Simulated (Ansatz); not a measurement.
Two structures of AlH₂ClF₂, singlet, reached by relaxing down either side of one saddle point (PBE0-D4/def2-TZVP). Energies are electronic, without zero-point energy. Program: Ansatz 0.2.0. Basis: def2-TZVPP and def2-QZVPP. Cores are frozen in the correlated methods. Extrapolation: Hartree–Fock as exp(−7.88 √X), correlation as X^−2.97. First:

```xyz
6
angstrom
Al 0.0636 -0.1821 -0.6280
Cl 0.6968 1.7263 -1.1289
F 1.1607 -1.3597 -0.3349
F -1.5047 -0.6037 -0.8244
H -0.0967 0.5669 1.3996
H -0.3196 -0.1477 1.5165
```

Second:

Al1  (-0.118, -0.775, 0.103)
Cl2  (0.899, 1.575, 0.238)
F3  (1.038, -1.475, -0.840)
F4  (-1.399, -0.074, -0.692)
H5  (-0.154, 1.933, -0.413)
H6  (-0.266, -1.184, 1.605)
(Å)

(1) Which bonds change from the first to the second?

(2) Give the saddle point's structure and its height above each. (Judge from chemistry; the value comes from the calculation.)

The T1 diagnostic stays at or below 0.013. The start structure is not quite a true minimum (one mode of 39i cm⁻¹).

Results:

(1) AlClF₂ ([F][Al]([F])[Cl]) + H₂ → AlHF₂ ([F][AlH][F]) + HCl (still joined by a long Al–Cl bond); bonds formed: Al1–H6, Cl2–H5; bonds broken: H5–H6; bonds weakened to dative contacts: Al1–Cl2.

(2) The calculation gives: 1.601 eV above the first and 0.459 eV above the second (CCSD(T) at an estimated basis limit (MP2 extrapolated from triple and quadruple zeta, plus CCSD(T) − MP2 in triple zeta)).
Al1  (-0.120, -0.551, -0.197)
Cl2  (0.563, 1.720, -0.417)
F3  (1.175, -1.503, -0.516)
F4  (-1.528, -0.734, -1.014)
H5  (0.165, 1.095, 0.792)
H6  (-0.255, -0.028, 1.352)
(Å)

Labels in which every atom is bracketed show which atoms are joined, not bond orders.

For scale, one of the runs: CCSD(T)/def2-TZVPP, 174 basis functions, launched by `ansatz run in.yaml --threads 2 --pin off --events-out ev --progress --plain --max-ram 4352MiB`. Time: 44 s of wall clock on 2 CPU threads of an Intel Xeon Platinum 8488C; the host was shared. Peak host memory: 1.5 GiB.
